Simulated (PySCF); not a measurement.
Geometries of 2 isomers of CH6O3Si, from PySCF, PBE0-D3(BJ)/def2-SVP geometry optimisation, gas phase. One conformer each, no zero-point energy, no frequencies.

Question: Which is lower in electronic energy at this level?
A.
```xyz
11
angstrom
C      1.456   -0.229   -0.181
Si    -0.364    0.093   -0.053
O     -1.271   -0.737   -1.163
O     -0.555    1.716   -0.313
O     -0.991   -0.403    1.409
H      1.812    0.001   -1.197
H      2.022    0.404    0.520
H      1.690   -1.281    0.036
H     -1.798   -1.450   -0.791
H     -1.454    1.992   -0.517
H     -0.535   -0.101    2.199
```
B.
```xyz
11
angstrom
C      1.651   -0.076    0.125
O      0.353    0.409    0.330
Si    -0.988   -0.121   -0.488
O     -1.413   -1.677   -0.141
O     -2.200    0.889   -0.002
H      1.772   -1.098    0.525
H      2.365    0.581    0.643
H      1.925   -0.097   -0.946
H     -0.720   -0.110   -1.944
H     -1.845   -1.810    0.709
H     -1.902    1.725    0.370
```

Answer: A. That is `C[Si](O)(O)O`, 22.6 kcal/mol below the other.

```csv
SMILES,atoms numbered as above,E (Eh),relative (kcal/mol),relative (kJ/mol),dipole (D)
C[Si](O)(O)O,[CH3:1][Si:2]([OH:3])([OH:4])[OH:5],-556.33702,0.0,0.0,1.50
CO[SiH](O)O,[CH3:1][O:2][SiH:3]([OH:4])[OH:5],-556.30096,22.6,94.7,1.77
```

As drawn, the lower has an Si–C bond, which the higher lacks.
